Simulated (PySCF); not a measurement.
2,3-dimethylbutanoic acid, C6H12O2

Cartesian coordinates in Å; atom numbers follow the order of the lines, from 1:
```xyz
20

C    -1.386    1.339   -0.322
C    -0.846   -0.086   -0.444
C    -1.357   -0.942    0.711
C     0.699   -0.066   -0.536
C     1.295   -1.471   -0.627
C     1.287    0.655    0.655
O     1.340    0.242    1.782
O     1.772    1.859    0.317
H    -0.970    1.980   -1.097
H    -1.132    1.761    0.648
H    -2.469    1.340   -0.420
H    -1.209   -0.514   -1.385
H    -1.139   -1.994    0.546
H    -2.435   -0.830    0.802
H    -0.897   -0.636    1.647
H     0.972    0.509   -1.427
H     2.347   -1.416   -0.900
H     1.217   -1.974    0.332
H     0.772   -2.053   -1.381
H     2.134    2.311    1.095
```

Method: GIAO HF/pcSseg-1 magnetisability, rotational g tensor and spin-rotation constants, non-relativistic, gas phase in PySCF. Geometry: GFN2-xTB.

Problem. Give the nuclear spin-rotation constants along the inertial axes (H = +C I·J) beside the isotropic shieldings.

Solution. Rotational constants 2.4248, 1.7573, 1.4587 GHz. A star marks the isotopologue with that one atom substituted, in its own axes.
| atom | isotope | Caa (kHz) | Cbb (kHz) | Ccc (kHz) | mean (kHz) | σ (ppm) |
| --- | --- | --- | --- | --- | --- | --- |
| H9 | 1H | -0.227 | -0.162 | -0.023 | -0.137 | 30.9 |
| H10 | 1H | -0.172 | -0.168 | -0.065 | -0.135 | 31.4 |
| H11 | 1H | -0.001 | -0.155 | -0.166 | -0.108 | 31.0 |
| H12 | 1H | -0.109 | -0.182 | -0.073 | -0.121 | 30.8 |
| H13 | 1H | -0.247 | 0.024 | -0.164 | -0.129 | 31.0 |
| H14 | 1H | -0.059 | -0.144 | -0.150 | -0.118 | 31.5 |
| H15 | 1H | -0.118 | -0.189 | -0.050 | -0.119 | 30.5 |
| H16 | 1H | -0.256 | -0.182 | 0.035 | -0.134 | 29.8 |
| H17 | 1H | -0.059 | -0.157 | -0.130 | -0.115 | 30.9 |
| H18 | 1H | -0.272 | -0.140 | -0.001 | -0.137 | 30.4 |
| H19 | 1H | -0.065 | -0.166 | -0.129 | -0.120 | 31.2 |
| H20 | 1H | -0.055 | -0.173 | -0.069 | -0.099 | 25.9 |
| C1 | 13C* | 0.365 | 0.213 | 0.211 | 0.263 | 170.0 |
| C2 | 13C* | 0.350 | 0.267 | 0.221 | 0.280 | 163.2 |
| C3 | 13C* | 0.328 | 0.220 | 0.179 | 0.242 | 177.6 |
| C4 | 13C* | 0.406 | 0.305 | 0.231 | 0.314 | 152.1 |
| C5 | 13C* | 0.319 | 0.217 | 0.196 | 0.244 | 175.8 |
| C6 | 13C* | 1.062 | 0.649 | 0.496 | 0.736 | 8.3 |
| O7 | 17O* | -0.880 | -0.540 | -0.737 | -0.719 | -81.9 |
| O8 | 17O* | -0.425 | -0.264 | -0.421 | -0.370 | 144.8 |

For the geometry as given, no vibrational averaging.

Problem. How do the rotational constants and the g tensor change when H9, H10, H11, H12, H13, H14, H15, H16, H17, H18, H19, H20 are replaced by deuterium?

Solution. Constants 1.9677, 1.5107, 1.2279 GHz; g -0.0088, -0.0028, -0.0028, against -0.0111, -0.0029, -0.0033 before.
